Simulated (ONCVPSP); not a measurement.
## Potentials for Be compared

Generated with ld1.x 7.5 (TM, RRKJ, ultrasoft, PAW), atompaw 4.2 or ONCVPSP 4.0.1. The cutoff is in Ry: for ld1.x and atompaw files where the sum of valence levels is converged to 10 mRy in a Bessel basis, for ONCV files where the hardest occupied wave has 1 mHa per electron of residual kinetic energy. The error is the largest all-electron minus pseudo excitation energy over each file’s own four to seven test configurations (ionisations up to +4, promotions, holes and added fractions of an electron), all of which were solved. The labels leave out finer settings (local radius, basis sizes, second energies), which also bear on the numbers. Spin-polarised tests are not counted. The rows are a selection from randomly drawn settings: files with unsolved tests, undetermined cutoffs or missed reference levels are left out.

| potential | cutoff (Ry) | largest error (meV) | bound ghosts |
| --- | --- | --- | --- |
| ONCV, PBE, scalar-relativistic, rc 0.85/0.75/0.65 (spd), local smoothed, core correction no, reference 1s2 2s2, qcut 16.7/10.1/17.5, projectors 3/2/2 | 173 | +3.6 | none |
| ONCV, PBE, scalar-relativistic, rc 0.50/0.45/0.45 (spd), local p, core correction no, reference 1s2, qcut 27.4/22/23.6, projectors 1/0/1 | 444 | -11 | none |
| ONCV, LDA (Perdew-Wang 92), scalar-relativistic, rc 0.70/0.80/0.55 (spd), local smoothed, core correction no, reference 1s2 2s2, qcut 18/11.7/15.9, projectors 2/1/2 | 220 | +3.1 | none |

Question: Fill in the row for Be: ONCV, PBEsol, scalar-relativistic, rc 1.75/1.90 (sp), local smoothed, core correction yes, reference 2s2, qcut 4.7/4, projectors 2/1.

Answer: cutoff 13 Ry, largest error -6.5 meV, bound ghosts: none.

Question: Fill in the row for Be: ONCV, PBE, non-relativistic, rc 0.75/0.60/0.65 (spd), local smoothed, core correction no, reference 1s2 2s1, qcut 16.2/14.7/14.9, projectors 2/2/2.

Answer: cutoff 185 Ry, largest error +1.4 meV, bound ghosts: none.
